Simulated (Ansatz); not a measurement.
`N[Si]1(F)[AlH][S]1` at its PBE0-D4/def2-TZVP geometry, where that method's forces vanish. Total charge 0; spin multiplicity 1.

```
atom    x (Å)    y (Å)    z (Å)
  N1  -0.6932  -0.3620   1.4927
 Si2  -0.4709   0.0519  -0.1354
  F3  -1.9688   0.0903  -0.7010
 Al4   1.3292   0.9320  -1.2868
  S5   0.8163  -1.2019  -1.3591
  H6  -1.5684  -0.7438   1.8127
  H7   0.0751  -0.5620   2.1090
  H8   2.4805   1.7955  -1.9320
```

Q: For each bond, give half the difference of the two atoms' forces along it (eV/Å; positive pushes the atoms apart) under PBE-D4, r2SCAN-D4, B3LYP-D4, ωB97M-V in def2-TZVPP. (An estimate is asked.)

A: Computed: 
```json
{"bond": "N1–Si2", "length (Å)": "1.694", "PBE-D4": "0.06", "r2SCAN-D4": "0.01", "B3LYP-D4": "0.05", "ωB97M-V": "0.09"}
{"bond": "N1–H6", "length (Å)": "1.007", "PBE-D4": "0.18", "r2SCAN-D4": "0.01", "B3LYP-D4": "-0.02", "ωB97M-V": "-0.03"}
{"bond": "N1–H7", "length (Å)": "1.005", "PBE-D4": "0.16", "r2SCAN-D4": "0.01", "B3LYP-D4": "-0.03", "ωB97M-V": "-0.03"}
{"bond": "Si2–F3", "length (Å)": "1.602", "PBE-D4": "0.52", "r2SCAN-D4": "0.05", "B3LYP-D4": "0.16", "ωB97M-V": "0.16"}
{"bond": "Si2–Al4", "length (Å)": "2.311", "PBE-D4": "-0.14", "r2SCAN-D4": "-0.01", "B3LYP-D4": "0.03", "ωB97M-V": "-0.05"}
{"bond": "Si2–S5", "length (Å)": "2.174", "PBE-D4": "0.15", "r2SCAN-D4": "0.09", "B3LYP-D4": "0.14", "ωB97M-V": "-0.09"}
{"bond": "Al4–S5", "length (Å)": "2.196", "PBE-D4": "0.29", "r2SCAN-D4": "0.09", "B3LYP-D4": "0.18", "ωB97M-V": "-0.01"}
{"bond": "Al4–H8", "length (Å)": "1.577", "PBE-D4": "0.01", "r2SCAN-D4": "-0.03", "B3LYP-D4": "-0.14", "ωB97M-V": "-0.15"}
```

B3LYP here is the variant with VWN-RPA as its local correlation; programs differ in this.
